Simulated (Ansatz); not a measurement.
## A ladder of methods for KLi (SMILES [Li][K])

KLi has 2 atoms, charge 0, and is taken as a singlet. As SMILES, `[Li][K]`. The bond length is the measured one.

| atom | x (Å) | y (Å) | z (Å) |
| --- | --- | --- | --- |
| Li | 0.0000 | 0.0000 | 0.0000 |
| K | 0.0000 | 0.0000 | 3.2700 |

Quantity: the energy change with the Li1–K2 bond stretched from 3.270 to 4.088 Å, in eV. The values are calculated.

```json
{"level": "SVWN5/STO-3G (restricted)", "kind": "LDA", "program": "Ansatz", "value (eV)": "0.50", "less FCI/STO-3G": "-0.06", "CPU time (all runs)": "1.6 s"}
{"level": "BLYP/STO-3G (restricted)", "kind": "GGA", "program": "Ansatz", "value (eV)": "0.41", "less FCI/STO-3G": "-0.15", "CPU time (all runs)": "2.6 s"}
{"level": "BHLYP/STO-3G (restricted)", "kind": "global hybrid", "program": "Ansatz", "value (eV)": "0.55", "less FCI/STO-3G": "-0.01", "CPU time (all runs)": "2.3 s"}
{"level": "r2SCAN0/STO-3G (restricted)", "kind": "hybrid meta-GGA", "program": "Ansatz", "value (eV)": "0.54", "less FCI/STO-3G": "-0.02", "CPU time (all runs)": "6.8 s"}
{"level": "HSE06/STO-3G (restricted)", "kind": "range-separated hybrid", "program": "Ansatz", "value (eV)": "0.51", "less FCI/STO-3G": "-0.05", "CPU time (all runs)": "3.5 s"}
{"level": "wB97X/STO-3G (restricted)", "kind": "range-separated hybrid", "program": "Ansatz", "value (eV)": "0.68", "less FCI/STO-3G": "+0.12", "CPU time (all runs)": "13 s"}
{"level": "B2PLYP/STO-3G (restricted)", "kind": "double hybrid", "program": "Ansatz", "value (eV)": "0.50", "less FCI/STO-3G": "-0.06", "CPU time (all runs)": "3.1 s"}
{"level": "CCSDTQ/STO-3G (restricted)", "kind": "coupled cluster or CI", "program": "Ansatz", "value (eV)": "0.56", "less FCI/STO-3G": "0.00", "CPU time (all runs)": "16 s"}
{"level": "FCI/STO-3G", "kind": "exact in the basis", "program": "Ansatz", "value (eV)": "0.56", "less FCI/STO-3G": "0.00", "CPU time (all runs)": "10 s"}
```

FCI/STO-3G is exact within its basis and frozen core, so for wave-function methods in that basis the difference is their error; functionals converge differently with the basis, so for them it is only a difference. The first shape isn't each level's own minimum. The values span 0.41 to 0.68 eV. Minimal STO sets describe s-block atoms so badly that they can place the ion below the atom. All rows use very small basis sets, so even the best lies far from the true value. Times are those of the runs behind each value, whatever else they computed, on shared processors of several kinds: orders of magnitude only.
